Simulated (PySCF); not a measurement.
Distances in Å between the heavy atoms of a computed structure (PBE0-D3(BJ)/def2-SVP; lower triangle, same order across):
```
O1    0.00
C2    1.22  0.00
C3    2.36  1.49  0.00
C4    2.89  2.56  1.51  0.00
C5    2.91  2.56  1.51  1.48  0.00
C6    2.36  1.49  2.54  3.84  3.82  0.00
C7    2.91  2.56  3.83  4.89  5.10  1.51  0.00
C8    2.89  2.56  3.84  5.10  4.88  1.51  1.48  0.00
```

Hydrogens: 1 on C3, 2 on C4, 2 on C5, 1 on C6, 2 on C7, 2 on C8.

Neutral, closed shell.

Q: Read off the bonds between heavy atoms and their formal orders.

A: O1–C2 (double); C2–C3 (single); C3–C4 (single); C4–C5 (single); C2–C6 (single); C6–C7 (single); C7–C8 (single); C3–C5 (single); C6–C8 (single).

Q: Which species is it?

A: `O=C(C1CC1)C1CC1`, C7H10O. Among its features: ketone and cyclopropane ring.

Q: Which rings does it hold (smallest set)?

A: C3–C4–C5 (3 members); C6–C7–C8 (3 members).

Q: Describe the place of each heavy atom.

A: O1: ketone oxygen; C2: ketone carbonyl carbon; C3/C6: sp3 carbon next to a carbonyl; C4/C5/C7/C8: three-membered-ring carbon.

The values belong to the conformer `[O:1]=[C:2]([CH:3]1[CH2:4][CH2:5]1)[CH:6]1[CH2:7][CH2:8]1`: O1–C2–C3–C4 31°, O1–C2–C6–C7 -35°.
